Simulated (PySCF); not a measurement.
Does the answer move with the share of exact exchange?

Species: SF6.
SMILES: `FS(F)(F)(F)(F)F`

PySCF, def2-SVPD basis, density fitting, gas phase, PBE0-D3(BJ)/def2-SVP geometry; singlet excitations by full TDDFT with frozen cores and triplets by Tamm–Dancoff TDDFT. One functional is left out:

```csv
functional,exact exchange (%),HOMO energy (eV),LUMO energy (eV),lowest singlet excitation (eV),lowest triplet excitation (eV),mean polarisability (au)
LDA,0,-10.58,-3.72,7.04,6.73,32.2
PBE,0,-10.33,-3.37,7.12,6.78,32.3
PBE0,25,-12.65,-2.11,8.49,8.00,30.5
BHandHLYP,50,-14.96,-0.92,9.61,9.00,29.1
```

Problem. Predict the row of B3LYP (20 % exact exchange) by straight lines through the other rows, and check it.

Solution. 
```csv
property,line,computed,computed − line,"PBE0 (25 %), for comparison"
HOMO energy (eV),-12.24,-12.31,-0.07,-12.65
LUMO energy (eV),-2.46,-2.57,-0.11,-2.11
lowest singlet excitation (eV),8.13,8.15,+0.02,8.49
lowest triplet excitation (eV),7.68,7.71,+0.03,8.00
mean polarisability (au),30.9,30.8,-0.1,30.5
```
